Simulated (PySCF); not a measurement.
Zn(Et)(NH2) (C₂H₇NZn), SMILES C[CH2][Zn][NH2].

The structure is a stationary point at B3LYP-D3(BJ)/def2-SVP. The structure was generated by enumeration; whether it is a known compound was not checked. One conformer was computed; it need not be the lowest.

These are B3LYP-D3(BJ)/def2-SVP in PySCF 2.14.0 values and carry that method's errors.

Frequencies are harmonic and unscaled.

Give all harmonic wavenumbers and intensities. (The exact figures need the calculation; the answer reports its results.)


```
mode  ν (cm⁻¹)  IR (km/mol)  Raman (Å⁴/amu)  depolarisation  moving atoms (share of kinetic energy)
----  --------  -----------  --------------  --------------  --------------------------------------
1           36         24.3             2.5            0.75                                  H 90 %
2           97          1.9             0.9            0.71         N 38 %, H 21 %, C 21 %, Zn 21 %
3          125          0.1             0.2            0.75                 H 45 %, Zn 25 %, N 22 %
4          245          1.1             0.0               –                          H 83 %, C 11 %
5          248          6.6             2.7            0.21                 C 51 %, Zn 24 %, H 20 %
6          378        157.1            11.1            0.07                          H 74 %, N 25 %
7          509         10.3            21.4            0.25                  C 59 %, H 25 %, N 12 %
8          613          8.8             0.3            0.75                          H 83 %, C 16 %
9          671         58.2             6.8            0.34                 N 54 %, Zn 27 %, H 15 %
10         713         32.5             1.9            0.75                          H 85 %, N 10 %
11         939          4.7             0.3            0.75                           H 91 %, C 9 %
12         965          4.0             2.9            0.27                          H 81 %, C 19 %
13        1029         11.8             6.3            0.74                          C 73 %, H 27 %
14        1212          4.8            23.7            0.25                          H 65 %, C 35 %
15        1248          2.1             2.9            0.75                          H 77 %, C 23 %
16        1398          6.7             6.9            0.63                          H 82 %, C 18 %
17        1437          0.8            15.6            0.75                           H 91 %, C 9 %
18        1474          1.5            15.5            0.72                                  H 96 %
19        1482          5.1            22.3            0.75                                  H 97 %
20        1538          6.8             4.4            0.73                           H 91 %, N 9 %
21        3005         58.8           155.6            0.11                                  H 97 %
22        3020         19.6           163.9            0.10                                  H 95 %
23        3060          6.9           138.2            0.75                           H 91 %, C 9 %
24        3072         35.2           120.8            0.71                           H 91 %, C 9 %
25        3094         42.1            30.5            0.75                           H 91 %, C 9 %
26        3510          0.1           214.2            0.12                                  H 96 %
27        3592          2.2           118.2            0.75                           H 92 %, N 8 %
```
